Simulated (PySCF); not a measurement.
# Assignment exercise: C5H11FOSi

Atom-mapped SMILES (the numbers label the heavy atoms): `[CH3:1][C@@H:2]([SiH3:3])[C@@:4]([CH3:5])([F:6])[CH:7]=[O:8]`; H(Xn) means a hydrogen on atom n.

Computed data (PySCF): structure optimised with GFN2-xTB, σ from GIAO-PBE0/pcSseg-1. No relativistic terms, no solvent model, rapidly exchanging positions averaged, a single conformation.

References, each an isolated molecule treated in the same way: TMS for ¹³C (σref 186.93) and ¹H (σref 31.72).

Task: Assign these signals to the numbered atoms. ¹³C{¹H} NMR (computed): δ 216.1, 105.2, 24.5, 18.2, 14.3.

Result: 
| δ (ppm) | atoms | environment | reason |
| --- | --- | --- | --- |
| 216.1 | C7 | aldehyde carbonyl carbon | the double bond to the heteroatom, with no lone-pair donor beside it, deshields it most |
| 105.2 | C4 | fully substituted sp3 carbon bonded to F, α to a carbonyl | the inductive effect lowers its shielding |
| 24.5 | C2 | sp3 CH bonded to Si | – |
| 18.2 | C5 | methyl carbon | aliphatic region, no heteroatom directly attached |
| 14.3 | C1 | methyl carbon | – |

Task: Assign these signals to the numbered atoms. ¹H NMR (400 MHz, computed): δ 10.15 (m, 1H), 3.97 (d, 3H), 1.56 (m, 1H), 1.38 (m, 3H), 1.26 (d, 3H).

Result: 
```tsv
δ (ppm)	atoms	environment	reason
10.15	H(C7)	hydrogen on an aldehyde carbonyl carbon	the formyl region, downfield of aromatic protons
3.97	H(Si3)	hydrogen on a silicon bonded to C	–
1.56	H(C2)	hydrogen on an sp3 CH bonded to Si	–
1.38	H(C5)	hydrogen on a methyl carbon	–
1.26	H(C1)	hydrogen on a methyl carbon	–
```

H(C5) and H(C1) lie closer than the usual error of such a calculation, so a measured spectrum could show them in the other order.

Splittings by ¹⁹F in the carbon and heteronuclear signals aren't shown, as no couplings were computed. Shifts are as computed. Against solution values, carbons near 30 ppm lie about +3 ppm off and those near 130 ppm about +5 ppm. Of 1309 compounds with measured shifts, 239 miss one by over three times the rms of a fit or turn the order of signals round; such compounds aren't used in these exercises. Multiplicities follow the n + 1 count of equivalent neighbours, as no J values were calculated; m marks all less simple cases, F and P coupling included.
